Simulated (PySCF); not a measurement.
C$_{2}$H$_{3}$BrF$_{2}$Sn (SMILES C=[CH][Sn]([F])([F])[Br]), singlet, at a GFN2-xTB geometry (such geometries of metal compounds can be far from the true shape) (core potentials on Sn); PySCF with DF-HF/def2-SVPD.

Input for PySCF:
```python
from pyscf import gto, scf

mol = gto.M(
    atom='''
C    -3.22056148   -0.83610285    0.52637326
C    -2.29541875   -0.84305554   -0.39266210
Sn   -0.18787002   -0.34806093    0.17275927
F    -0.35118111    0.19455680    2.11071626
F     0.90565405   -2.04118963    0.18318561
Br    1.34733126    1.33879165   -0.87106784
H    -3.02745375   -0.58400813    1.55797088
H    -4.24402999   -1.09255374    0.28081891
H    -2.38598407   -1.08345348   -1.43676311
''',
    basis='def2-svpd',
    ecp={'Sn': 'def2-svpd'},
    verbose=4,
    max_memory=1800,
)

mf = scf.RHF(mol)
mf = mf.density_fit(auxbasis='def2-universal-jkfit')
mf.kernel()
```

### Question
Predict the main parts of the log of this PySCF run.

### Answer

```
PySCF version 2.14.0

[INPUT] verbose = 4
[INPUT] num. atoms = 9
[INPUT] num. electrons = 90
[INPUT] charge = 0
[INPUT] spin (= nelec alpha-beta = 2S) = 0
[INPUT] symmetry False subgroup None
[INPUT] Mole.unit = angstrom
[INPUT] Symbol           X                Y                Z      unit          X                Y                Z       unit  Magmom
[INPUT]  1 C     -3.220561480000  -0.836102850000   0.526373260000 AA   -6.085979164524  -1.580005398468   0.994701300694 Bohr   0.0
[INPUT]  2 C     -2.295418750000  -0.843055540000  -0.392662100000 AA   -4.337712778691  -1.593144078397  -0.742023828497 Bohr   0.0
[INPUT]  3 Sn    -0.187870020000  -0.348060930000   0.172759270000 AA   -0.355022884817  -0.657739832361   0.326467705780 Bohr   0.0
[INPUT]  4 F     -0.351181110000   0.194556800000   2.110716260000 AA   -0.663636118021   0.367659067672   3.988675658066 Bohr   0.0
[INPUT]  5 F      0.905654050000  -2.041189630000   0.183185610000 AA    1.711438118103  -3.857289369002   0.346170632861 Bohr   0.0
[INPUT]  6 Br     1.347331260000   1.338791650000  -0.871067840000 AA    2.546087080465   2.529949556355  -1.646079653516 Bohr   0.0
[INPUT]  7 H     -3.027453750000  -0.584008130000   1.557970880000 AA   -5.721058442287  -1.103615420219   2.944138273248 Bohr   0.0
[INPUT]  8 H     -4.244029990000  -1.092553740000   0.280818910000 AA   -8.020054345541  -2.064627344969   0.530670830499 Bohr   0.0
[INPUT]  9 H     -2.385984070000  -1.083453480000  -1.436763110000 AA   -4.508856429875  -2.047430345907  -2.715088783778 Bohr   0.0

nuclear repulsion = 562.126742239063
number of shells = 73
number of NR pGTOs = 306
number of NR cGTOs = 183
basis = def2-svpd
ecp = {'Sn': 'def2-svpd'}

******** <class 'pyscf.df.df_jk.DFRHF'> ********
method = DFRHF
initial guess = minao
damping factor = 0
level_shift factor = 0
DIIS = <class 'pyscf.scf.diis.CDIIS'>
diis_start_cycle = 1
diis_space = 8
diis_damp = 0
SCF conv_tol = 1e-09
SCF conv_tol_grad = None
SCF max_cycles = 50
direct_scf = False
Set gradient conv threshold to 3.16228e-05
Initial guess from minao.
******** <class 'pyscf.df.df.DF'> ********
auxbasis = def2-universal-jkfit
init E= -3036.56080875192
  HOMO = -0.61575035138992  LUMO = -0.562077146812761  gap/eV = 1.46052
cycle= 1 E= -3060.33934150077  delta_E= -23.8  |g|= 2.16  |ddm|= 10.7
  HOMO = -0.229172293453216  LUMO = -0.0803309451581985  gap/eV = 4.05018
cycle= 2 E= -3061.244199214  delta_E= -0.905  |g|= 1.37  |ddm|= 9.18
  HOMO = -0.408598376976125  LUMO = -0.00602109776432513  gap/eV = 10.95469
cycle= 3 E= -3061.66130220123  delta_E= -0.417  |g|= 0.163  |ddm|= 2.35
  HOMO = -0.444502190649054  LUMO = 0.00438672252745675  gap/eV = 12.21489
cycle= 4 E= -3061.67066892013  delta_E= -0.00937  |g|= 0.0804  |ddm|= 0.418
  HOMO = -0.441944300417274  LUMO = 0.0114535429752584  gap/eV = 12.33758
cycle= 5 E= -3061.6723466815  delta_E= -0.00168  |g|= 0.023  |ddm|= 0.186
  HOMO = -0.440700278638699  LUMO = 0.0133631482942618  gap/eV = 12.35570
cycle= 6 E= -3061.67260727545  delta_E= -0.000261  |g|= 0.0065  |ddm|= 0.0768
  HOMO = -0.440778149210855  LUMO = 0.0135772092991511  gap/eV = 12.36364
cycle= 7 E= -3061.67263017455  delta_E= -2.29e-05  |g|= 0.00219  |ddm|= 0.019
  HOMO = -0.440652116850917  LUMO = 0.0135226075291178  gap/eV = 12.35872
cycle= 8 E= -3061.67263432473  delta_E= -4.15e-06  |g|= 0.000824  |ddm|= 0.00846
  HOMO = -0.440544252947039  LUMO = 0.0135397377597411  gap/eV = 12.35625
cycle= 9 E= -3061.67263489763  delta_E= -5.73e-07  |g|= 0.00031  |ddm|= 0.00278
  HOMO = -0.440541493509207  LUMO = 0.0135203846889621  gap/eV = 12.35565
cycle= 10 E= -3061.67263497261  delta_E= -7.5e-08  |g|= 8.1e-05  |ddm|= 0.00123
  HOMO = -0.440529078571254  LUMO = 0.0135223282379646  gap/eV = 12.35537
cycle= 11 E= -3061.67263497854  delta_E= -5.93e-09  |g|= 3.38e-05  |ddm|= 0.000298
  HOMO = -0.440528445635595  LUMO = 0.0135169392607067  gap/eV = 12.35520
cycle= 12 E= -3061.67263497924  delta_E= -7.04e-10  |g|= 1.06e-05  |ddm|= 0.000106
  HOMO = -0.440528671657596  LUMO = 0.0135169552822933  gap/eV = 12.35521
Extra cycle  E= -3061.67263497934  delta_E= -9.28e-11  |g|= 5.87e-06  |ddm|= 3.24e-05
converged SCF energy = -3061.67263497934
```
